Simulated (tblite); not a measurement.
C4H9BF2O.
Numbering: `[CH3:1][C@H:2]([F:3])[CH2:4][CH2:5][O:6][BH:7][F:8]` (hydrogens: H9, H10, H11 on C1; H12 on C2; H13, H14 on C4; H15, H16 on C5; H17 on B7)

Computed with GFN2-xTB (tblite), gas phase: L-BFGS steps from a force-field or distance-geometry start until the largest atomic force falls under 0.01 eV/Å.

Step 11: E = -762.2774 eV
```
atom  x, y, z in Å  |  force x, y, z in eV/Å
C1     -2.6948   -0.1339    0.1911    0.231   0.230  -0.081
C2     -1.2652    0.2502    0.6135    0.069   0.050  -0.309
F3     -1.1630    1.6474    0.6842   -0.156  -0.564  -0.130
C4     -0.2575   -0.2662   -0.4360    0.193   0.139   0.216
C5      1.2041    0.1456   -0.2165    0.100  -0.236   0.130
O6      1.8282   -0.5720    0.8814    0.038   0.488  -0.662
B7      3.0194   -0.2092    1.3615    0.008  -0.184  -0.370
F8      3.4184    1.0596    1.2273    0.116  -0.140   0.033
H9     -2.9204    0.4286   -0.7105   -0.029  -0.004  -0.154
H10    -3.4623    0.1292    0.9147    0.256  -0.003   0.227
H11    -2.7773   -1.1961   -0.0410    0.170   0.154   0.162
H12    -0.9845   -0.0949    1.6160   -0.129  -0.091  -0.068
H13    -0.5052    0.1379   -1.4197   -0.248  -0.020   0.053
H14    -0.3049   -1.3562   -0.4812   -0.104   0.094   0.104
H15     1.2842    1.2495   -0.1755    0.089  -0.481   0.477
H16     1.7634   -0.1889   -1.1072   -0.086   0.164   0.108
H17     3.8104   -1.0185    1.7375   -0.519   0.404   0.265
```

Step 12: E = -762.3406 eV
```
atom  x, y, z in Å  |  force x, y, z in eV/Å
C1     -2.6939   -0.1318    0.1931    0.081   0.127  -0.063
C2     -1.2678    0.2510    0.6013    0.193  -0.147   0.003
F3     -1.1693    1.6385    0.6728   -0.123  -0.281  -0.104
C4     -0.2534   -0.2633   -0.4343    0.109  -0.053  -0.025
C5      1.2128    0.1369   -0.2165   -0.032   0.012  -0.159
O6      1.8645   -0.5793    0.8448   -0.148   0.133  -0.348
B7      3.0275   -0.2133    1.3764   -0.149   0.065  -0.660
F8      3.4296    1.0500    1.2134    0.187  -0.001   0.117
H9     -2.9215    0.4305   -0.7030   -0.097   0.039  -0.287
H10    -3.4554    0.1339    0.9229    0.267   0.024   0.224
H11    -2.7901   -1.1943   -0.0308    0.205   0.137   0.122
H12    -0.9915   -0.1001    1.6038   -0.107  -0.062  -0.024
H13    -0.5206    0.1379   -1.4198   -0.070  -0.056   0.159
H14    -0.3006   -1.3533   -0.4824   -0.136   0.061   0.101
H15     1.2742    1.2348   -0.1552    0.172  -0.253   0.469
H16     1.7543   -0.1605   -1.1301   -0.045   0.094   0.102
H17     3.7941   -1.0054    1.7832   -0.308   0.160   0.373
```

Question: Estimate the geometry and energy of step 13. (The exact step hangs on the optimiser's Hessian estimate; all steps are aligned on step 12, rigid shifts and turns removed.)

Answer: E = -762.3935 eV, largest force 0.674 eV/Å
```
atom  x, y, z in Å  |  force x, y, z in eV/Å
C1     -2.6949   -0.1275    0.1952   -0.036   0.017  -0.071
C2     -1.2675    0.2454    0.5924    0.189  -0.250   0.185
F3     -1.1771    1.6229    0.6597   -0.048   0.099  -0.064
C4     -0.2481   -0.2637   -0.4334   -0.002  -0.191  -0.197
C5      1.2191    0.1324   -0.2217   -0.119   0.171  -0.371
O6      1.8971   -0.5857    0.7997   -0.218  -0.263   0.020
B7      3.0351   -0.2198    1.3716   -0.146   0.160  -0.638
F8      3.4425    1.0390    1.2034    0.239   0.154   0.128
H9     -2.9274    0.4324   -0.7009   -0.105   0.045  -0.281
H10    -3.4494    0.1395    0.9337    0.299   0.063   0.186
H11    -2.8037   -1.1888   -0.0195    0.212   0.064   0.069
H12    -0.9959   -0.1016    1.5970   -0.086  -0.096   0.025
H13    -0.5297    0.1360   -1.4177    0.027  -0.061   0.182
H14    -0.2983   -1.3514   -0.4847   -0.129  -0.027   0.091
H15     1.2674    1.2211   -0.1289    0.204   0.016   0.427
H16     1.7456   -0.1289   -1.1514   -0.006   0.055  -0.001
H17     3.7784   -0.9892    1.8450   -0.274   0.044   0.311
```

The energy changes by -0.0528 eV. The first-order estimate −F·Δx gives -0.0731 eV and the mean of the old and new forces, exact on a quadratic surface, -0.0529 eV. The step makes an angle of 61° with the force vector and moves no atom by more than 0.066 Å.

The cost below is that of the whole relaxation. The run took 1.3 s wall on an Arm Neoverse N1 with one thread (shared host).
